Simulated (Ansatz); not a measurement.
Basis-set extrapolation for CH7FSi2, SMILES `F[SiH2]C[SiH3]` (PBE0-D4/def2-TZVP geometry, frozen core, Ansatz 0.2.0). Multiplicity 1, RHF reference.

```json
{"": "HF", "def2-TZVPP": "-719.407560", "def2-QZVPP": "-719.432897"}
{"": "MP2 correlation", "def2-TZVPP": "-0.680656", "def2-QZVPP": "-0.735043"}
{"": "CCSD(T) correlation", "def2-TZVPP": "-0.753747", "def2-QZVPP": "not run"}
```

Energies in hartree. Use E(X) = E(∞) + A·exp(−7.88·√X) for Hartree–Fock and E(X) = E(∞) + B·X^(−2.97) for correlation, with X = 3 and 4, and add CCSD(T) minus MP2 of the smaller set to the MP2 limit.

Q: What is the CCSD(T) energy at the basis-set limit?

A: HF limit: -719.432897 + (-0.025337) × 0.13774 = -719.43639. MP2 limit: -0.735043 + (-0.054387) × 0.74074 = -0.77533. Higher-order term: -0.753747 − (-0.680656) = -0.07309. Total: -720.28481 hartree, 324.3 kJ/mol below CCSD(T)/def2-TZVPP.
